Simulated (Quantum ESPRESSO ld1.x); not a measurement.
The numbers below are computed, except where a source is named.
Task: The mean radii <r> (bohr) of the occupied orbitals of an atom or ion are listed with their occupations. Code: ld1.x of Quantum ESPRESSO 7.5. Model: scalar-relativistic Kohn-Sham, LDA (Slater exchange, Perdew-Wang correlation), spin-polarised, spherical densities, point nucleus.

| orbital | occ. | <r> |
|---|---|---|
| 1s up | 1 | 0.02715 |
| 1s down | 1 | 0.02714 |
| 2s up | 1 | 0.1113 |
| 2s down | 1 | 0.1115 |
| 2p up | 1 | 0.09603 |

Name the element and its charge. Open shells, if any, are filled with parallel spins first.

Result: Z = 53, iodine, charge +48: I48+ in [He] 2s2 2p1. The 1s radius gives Z: for a bare nucleus <r> = (2 gamma + 1)/(2Z) with gamma = sqrt(1 - (Z/c)^2), 0.02683 bohr for Z = 53, and screening makes it slightly larger (0.02715 here). The occupations add up to 5, and the charge is Z minus that.
